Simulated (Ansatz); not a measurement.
`[CH3][Ge]([CH3])([F])[Cl]` and `[CH3][Ge]([CH3])([CH3])[Cl]` differ in one atom or group.

Ansatz, PBE0-D4/def2-TZVP geometries, multiplicity 1. 

Scalar relativity is left out up to krypton.

| property | `[CH3][Ge]([CH3])([F])[Cl]` |
| --- | --- |
| size of the dipole moment (B3LYP/def2-TZVPP) / D | 3.25 |
| HOMO energy (B3LYP/def2-TZVPP) / eV | -8.36 |
| HOMO energy (ωB97M-V/def2-TZVPP) / eV | -10.83 |
| HOMO–LUMO gap (PBE0/def2-TZVPP) / eV | 9.09 |
| HOMO–LUMO gap (B3LYP/def2-TZVPP) / eV | 8.48 |
| LUMO energy (PBE0/def2-TZVPP) / eV | 0.47 |

(1) What does the change do to each property? (An estimate is asked.)

## Answers

(1) The calculation gave: 
| property | `[CH3][Ge]([CH3])([CH3])[Cl]` | shift |
| --- | --- | --- |
| size of the dipole moment (B3LYP/def2-TZVPP) / D | 2.78 | -0.47 |
| HOMO energy (B3LYP/def2-TZVPP) / eV | -7.86 | 0.50 |
| HOMO energy (ωB97M-V/def2-TZVPP) / eV | -10.34 | 0.49 |
| HOMO–LUMO gap (PBE0/def2-TZVPP) / eV | 8.91 | -0.18 |
| HOMO–LUMO gap (B3LYP/def2-TZVPP) / eV | 8.32 | -0.16 |
| LUMO energy (PBE0/def2-TZVPP) / eV | 0.81 | 0.34 |

With PBE0 the HOMO rises by 0.50 eV and the LUMO rises by 0.34 eV, so the gap narrows by about 0.16 eV. PBE moves the HOMO by 0.47 eV and ωB97M-V by 0.49 eV. Dipoles are sizes alone; their direction can turn.

B3LYP here is the variant with VWN-RPA as its local correlation; programs differ in this.
